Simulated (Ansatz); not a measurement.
`CC1(F)[SiH2][Se]1`. Charge 0, multiplicity 1. The geometry is a stationary point of PBE0-D4/def2-TZVP.

```xyz
10

C    -0.617   -0.559   -1.126
C     0.380   -0.362   -0.029
F     1.598   -0.867   -0.397
Si    0.389    1.027    1.209
Se   -0.200   -1.040    1.799
H    -0.739   -1.621   -1.353
H    -0.266   -0.050   -2.029
H    -1.586   -0.149   -0.845
H    -0.659    2.072    1.124
H     1.701    1.551    1.646
```

(1) What is the dipole moment at ωB97M-V/def2-TZVPP? (An estimate is asked.)

(2) And with PBE, r2SCAN, B3LYP? (Best estimate.)

(3) Give the Mulliken charges with ωB97M-V, PBE, B3LYP in def2-TZVPP. (An estimate is asked.)

Answers

(1) Ansatz gave: 2.18 D, with components (-0.98, 1.82, -0.71) D in this frame, pointing from negative to positive charge.

(2) The calculation gave: PBE 1.93 D, r2SCAN 2.10 D, B3LYP 2.13 D.

(3) Ansatz gave: 
```csv
atom,ωB97M-V,PBE,B3LYP
C1,-0.27,-0.24,-0.23
C2,0.10,0.17,0.18
F3,-0.20,-0.16,-0.21
Si4,0.19,0.18,0.25
Se5,-0.15,-0.15,-0.17
H6,0.12,0.10,0.10
H7,0.11,0.10,0.09
H8,0.10,0.09,0.09
H9,-0.01,-0.05,-0.05
H10,0.00,-0.04,-0.04
```

B3LYP here is the variant with VWN-RPA as its local correlation; programs differ in this.
